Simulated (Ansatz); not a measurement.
BH3OSSi (`B1O[SiH2]S1`), relaxed with RKS PBE0-D4/def2-TZVP in Ansatz 0.2.0 from a PBE-D4/def2-SVP geometry. The force threshold is 0.005 eV/Å; the program also tests the step.

Total charge 0; spin multiplicity 1.

Start:

```xyz
7

B     0.666   -0.763   -0.810
O     1.011    0.446   -0.237
Si   -0.485    0.594    0.615
S    -1.035   -1.297   -0.267
H     1.382   -1.383   -1.565
H    -1.260    1.794    0.164
H    -0.278    0.609    2.099
```

```csv
step,energy (eV),largest force (eV/Å),largest move (Å)
1,-21479.9307,1.092,0.000
2,-21479.9717,0.611,0.023
3,-21479.9836,0.047,0.017
4,-21479.9839,0.051,0.005
5 (rejected),-21479.9839,0.050,0.003
6,-21479.9840,0.022,0.002
7,-21479.9841,0.004,0.002
```

End:

```xyz
7

B     0.659   -0.756   -0.803
O     0.987    0.447   -0.229
Si   -0.468    0.587    0.600
S    -1.028   -1.275   -0.260
H     1.368   -1.366   -1.540
H    -1.245    1.768    0.163
H    -0.273    0.596    2.067
```

Hardware: 2 threads of an Intel Xeon 6975P-C on a shared host. Wall time 13 s, peak host memory 0.34 GiB.
